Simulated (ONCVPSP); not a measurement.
**Cutoff test, iridium, ONCV**

iridium (Ir), optimised norm-conserving Vanderbilt (ONCV), made with ONCVPSP 4.0.1 (LDA (Perdew-Zunger), scalar-relativistic). Core [Kr] 4d10, reference 4f14 5s2 5p6 5d7 6s1 (charge +1). Waves: 5s+6s: rc 1.85 bohr, ncon 4, nbas 8, qcut 8.3 1/bohr, 2 projectors; 5p: rc 1.75 bohr, ncon 3, nbas 8, qcut 9.1 1/bohr, 1 projector; 5d: rc 1.45 bohr, ncon 3, nbas 7, qcut 6 1/bohr, 3 projectors, debl 1.5 Ha; 4f: rc 0.85 bohr, ncon 3, nbas 8, qcut 19.8 1/bohr, 1 projector. Local part: polynomial inside 0.80 bohr (lpopt 5, dvloc0 -1 Ha). Core correction: Teter function, fcfact 4.75, rcfact 1.3.

Q: For each optimised wave give the share of its norm inside rc, the residual kinetic energy above qcut (Ha) and the cutoffs (Ha) for errors of 10, 1, 0.1 and 0.01 mHa per electron.

A:

```
         wave  norm inside rc  residual KE  10 mHa  1 mHa  0.1 mHa  0.01 mHa
           5s           0.987      2.5e-08    13.9   19.5     23.8      27.2
           6s           0.159      9.1e-08    12.8   19.7     24.7      28.5
           5p           0.931      2.9e-08    10.5   21.4     28.1      32.7
           5d           0.435      6.6e-04    13.6   17.3     30.5      81.3
d projector 2           0.143      7.5e-04    13.6   17.5     25.4      52.2
d projector 3           0.075      1.2e-03    14.2   18.3     23.4      71.3
           4f           0.892      2.3e-05   154.2  172.6    185.8     386.6
```

The occupied waves need 173 Ha and 186 Ha for 1 and 0.1 mHa. Note: ghosts flagged at negative energy: s at -253.9 eV; no localised positive-energy state flagged. A true bound ghost makes a file unfit for plane-wave use. 4 of 4 tests not solved or not reliable.
